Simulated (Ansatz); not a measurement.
Ansatz (a first-principles code) input (wB97M-V/def2-TZVPD):

Ansatz 0.2 input:
```yaml
crystal:
  periodic: [false, false, false]
  atoms:
    - {symbol: C, position_ang: [-0.80042926, -0.57525835, -0.26166469]}
    - {symbol: C, position_ang: [0.51326869, -0.37783938, -0.03810045]}
    - {symbol: O, position_ang: [0.02321352, 0.80488291, 0.22491673]}
    - {symbol: H, position_ang: [1.53725527, -0.72047688, -0.00074301]}
basis:
  gaussian:
    orbitals: def2-TZVPD
hamiltonian:
  xc: {name: wB97M-V}
magnetization: {spin_polarized: true, initial_magnetization: 1}
output: {forces: true}
```

Output:

```
Functional definition: wB97M-V
integrals: 0.04 GiB planned
583 factors; their error is unknown
integrals: 0.07 GiB planned
182 factors; integrals over basis functions are off by at most 4.4e-5 eV
mean field: 0.58 GiB planned
mean field evaluation 1: about -4130.7373 eV, gradient 2.0e1 eV
mean field evaluation 2: about -4130.2905 eV, gradient 2.4e1 eV
mean field evaluation 4: about -4132.2074 eV, gradient 9.5e-1 eV
mean field evaluation 8: about -4132.2184 eV, gradient 9.0e-2 eV
mean field evaluation 16: about -4132.2130 eV, gradient 6.5e-4 eV
mean field -4132.21299440 eV, -151.8560266295 hartree, gradient 2.1e-5 eV, S^2 0.754934; 0 other end points of the search recorded, 0 dependent functions left out
the calculation of the forces begins
reference -4132.21304213 eV, -151.8560283837 hartree; 11, 10 occupied and 112, 113 virtual orbitals, 583 factors
Total energy: -4132.21304213 eV, -151.8560283837 hartree
Atom 0 at    -0.800429    -0.575258    -0.261665 Å, force     0.243461     0.339090     0.124840 eV/Å
Atom 1 at     0.513269    -0.377839    -0.038100 Å, force    -0.014148     0.014675     0.002225 eV/Å
Atom 2 at     0.023214     0.804883     0.224917 Å, force    -0.184197    -0.368056    -0.125197 eV/Å
Atom 3 at     1.537255    -0.720477    -0.000743 Å, force    -0.045116     0.014292    -0.001868 eV/Å
Dipole moment:     0.584005    -0.194824     0.021469 e Å
```

It need not be the lowest isomer of its formula.
